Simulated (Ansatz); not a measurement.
Ni2O2. Charge 0, multiplicity 3. Geometry r2SCAN-D4/def2-SVP, that of the charge +1 doublet; atoms count from 1.

```xyz
4

Ni    0.4526    0.2972    1.0894
Ni   -0.4837   -0.3390   -1.1785
O     0.3684   -1.1538    0.1708
O    -0.3373    1.1955   -0.0817
```

The charge 0 triplet is spin-contaminated (final ⟨S²⟩ up to 2.44, 2.00 for a pure state). The structure comes from a short search, and lower isomers may exist.

Estimate the Mulliken populations from the PBE0/def2-TZVP orbitals of Ansatz.


```tsv
atom	charge (e)	spin (α − β)	d electrons
Ni1	0.71	0.07	8.57
Ni2	0.69	1.41	8.57
O3	-0.69	0.38	–
O4	-0.72	0.15	–
```
Mulliken values and Mayer orders depend strongly on the basis.

Where does the spin sit?

Summed by element: Ni 1.48, O 0.52, of 2 unpaired in all. Largest on single atoms: Ni2 1.41, O3 0.38, O4 0.15.

And the Mayer bond orders between bonded heavy atoms (over 0.3)?

Ni1–O3 0.91 (1.72 Å); Ni1–O4 1.09 (1.67 Å); Ni2–O3 1.06 (1.79 Å); Ni2–O4 0.81 (1.89 Å).
